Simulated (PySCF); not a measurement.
Molecule: SMILES C(=C)C(CN)CN, C$_{5}$H$_{12}$N$_{2}$.

Geometry (Å), atoms numbered from 1 in this order:
```xyz
19

C    -0.3153    2.3234    1.2394
C     0.0522    1.0874    0.9570
C    -0.1423    0.4328   -0.3753
C    -1.2111   -0.6753   -0.3048
N    -0.8742   -1.7065    0.6682
C     1.1970   -0.1103   -0.9392
N     1.8656   -1.1322   -0.1662
H    -0.1547    2.7611    2.2104
H    -0.7918    2.9537    0.5061
H     0.5290    0.4803    1.7158
H    -0.5119    1.1831   -1.0833
H    -2.1858   -0.2000   -0.0994
H    -1.2738   -1.1574   -1.2851
H    -1.5286   -2.4780    0.5986
H    -0.9407   -1.3325    1.6093
H     1.8861    0.7312   -1.0629
H     0.9983   -0.5305   -1.9306
H     1.2009   -1.8707    0.0496
H     2.1914   -0.7503    0.7153
```

Frames of a GFN2-xTB Langevin trajectory at 300 K; GIAO PBE0/pcSseg-1 shieldings in PySCF, gas phase, non-relativistic; equivalent atoms averaged within each frame.

Chemical shifts δ = σref − σ; ¹³C (186.93 ppm), ¹H (31.72 ppm) vs TMS; ¹⁵N (267.73 ppm) vs NH3, all at this level. The references are static minima.

**Question.** How do the shifts (ppm) fluctuate along the trajectory?

**Answer.** 
```
         time (fs)     C2     C1  C4/C6    C3  N5/N7   H10    H9    H8  H12/H16  H13/H17
optimised geometry  146.5  122.8   55.8  52.4   38.7  6.83  5.52  5.51     3.29     3.25
               250  145.8  120.6   55.5  51.6   45.6  6.78  6.17  5.16     3.84     3.38
               425  150.4  123.3   59.7  52.0   37.5  8.42  5.26  5.05     3.37     3.02
               625  151.9  121.8   52.7  58.0   40.4  7.17  6.12  5.53     2.92     3.14
               800  144.3  129.4   57.4  52.3   34.5  6.68  6.21  6.33     3.43     3.74
              1000  148.2  115.8   49.3  53.1   29.5  6.62  4.80  5.03     2.88     3.15
    mean of frames  148.1  122.2   54.9  53.4   37.5  7.14  5.71  5.42     3.29     3.29
standard deviation    3.1    4.9    4.1   2.6    6.0  0.75  0.64  0.55     0.40     0.28
```

5 frames give an uncertainty of the mean of about the standard deviation over 2.2 at best, since frames this close in time may not be independent; classical motion lacks zero-point vibration, and the reference would need the same averaging.
